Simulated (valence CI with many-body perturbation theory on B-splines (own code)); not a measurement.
# Pt64+: what each term of the Hamiltonian does

Calculated by configuration interaction combined with many-body perturbation theory (CI+MBPT): four valence electrons over a frozen Dirac-Fock core [Ne], a basis of 11 s, 11 p, 9 d, 7 f, 5 g, 2 h, 1 i functions for each j, with the one-electron correlation potential Σ1 (screened to all orders), the two-electron term Σ2, the three-electron term Σ3, Breit, model QED; selected single and double excitations, second order for the rest (own B-spline code, finite nucleus).

The last digits are not significant, and no measured levels were compared; by estimate large intervals hold to a few tenths of a per cent, small ones and those within an open d or f shell to about a per cent.

Each rung adds one term. CI alone is the Dirac-Coulomb CI over the frozen core; QED comes last and gives the full result, which names the levels. Energies are above (3s^2 3p1/2^2) J=0 on the same rung, in × 10³ cm⁻¹.

Levels are named by their leading jj configuration (3d3/2^4 stands for four electrons in 3d with j = 3/2), which in mixed levels can hold well under half, so a name can repeat and another be missing. Letters in brackets count levels of one name in rising energy.

```csv
Level,CI alone
(3s^2 3p1/2 3p3/2) J=1,3671.2
(3s^2 3p1/2 3p3/2) J=2,3755.9
(3s 3p1/2^2 3p3/2) J=2,5167.4
(3s 3p1/2^2 3p3/2) J=1,5400.9
(3s^2 3p1/2 3d3/2) J=2,5595.9
(3s^2 3p1/2 3d3/2) J=1,5982.7
(3s^2 3p1/2 3d5/2) J=2,6619.1
(3s^2 3p1/2 3d5/2) J=3,6637.7
(3s 3p1/2^2 3d3/2) J=1,7120.0
(3s 3p1/2^2 3d3/2) J=2,7187.8
(3s^2 3p3/2^2) J=2,7486.5
(3s^2 3p3/2^2) J=0,7656.8
(3s 3p1/2^2 3d5/2) J=3,8111.0
(3s 3p1/2^2 3d5/2) J=2,8229.2
(3s 3p1/2 3p3/2^2) J=2 [a],8753.2
(3s 3p1/2 3p3/2^2) J=3,8926.0
```

What do these energies become with core correlation, Breit and QED?

(3s^2 3p1/2 3p3/2) J=1 3633.2 (-38.03); (3s^2 3p1/2 3p3/2) J=2 3712.6 (-43.34); (3s 3p1/2^2 3p3/2) J=2 5118.0 (-49.38); (3s 3p1/2^2 3p3/2) J=1 5350.7 (-50.18); (3s^2 3p1/2 3d3/2) J=2 5531.2 (-64.64); (3s^2 3p1/2 3d3/2) J=1 5918.0 (-64.68); (3s^2 3p1/2 3d5/2) J=2 6538.9 (-80.16); (3s^2 3p1/2 3d5/2) J=3 6550.8 (-86.89); (3s 3p1/2^2 3d3/2) J=1 7053.3 (-66.69); (3s 3p1/2^2 3d3/2) J=2 7117.0 (-70.78); (3s^2 3p3/2^2) J=2 7408.4 (-78.13); (3s^2 3p3/2^2) J=0 7583.2 (-73.54); (3s 3p1/2^2 3d5/2) J=3 8018.7 (-92.35); (3s 3p1/2^2 3d5/2) J=2 8139.1 (-90.07); (3s 3p1/2 3p3/2^2) J=2 [a] 8669.1 (-84.11); (3s 3p1/2 3p3/2^2) J=3 8831.9 (-94.13).

How does the ionisation energy move along the ladder, and which term matters most?

CI alone 7526.0, + Σ1 7527.3, + Σ2 7527.4, + Σ3 7527.2, + Breit 7514.8, + QED 7514.5 eV. The largest step is Breit, -12.3 eV. NIST lists 7512 ± 24 eV (theoretical).
